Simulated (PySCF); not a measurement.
AlOF, SMILES [O]=[Al][F].

Geometry optimised at B3LYP-D3(BJ)/def2-TZVP.

The numbers are results of PySCF 2.14.0 with B3LYP-D3(BJ)/def2-TZVP, not measurements.

Frequencies are harmonic and unscaled.

Modes within 1.5 cm⁻¹ of each other (mostly degenerate sets) share a row, with their intensities summed.

**Question.** Give all harmonic wavenumbers and intensities. (An estimate is asked for; the answer gives what the named calculation found.)

**Answer.** 
| mode | ν (cm⁻¹) | IR (km/mol) | moving atoms (share of kinetic energy) |
|---|---|---|---|
| 1–2 | 205 | 191.0 | Al 56 %, O 24 %, F 19 % |
| 3 | 741 | 21.6 | F 61 %, O 34 % |
| 4 | 1173 | 97.1 | Al 52 %, O 40 % |
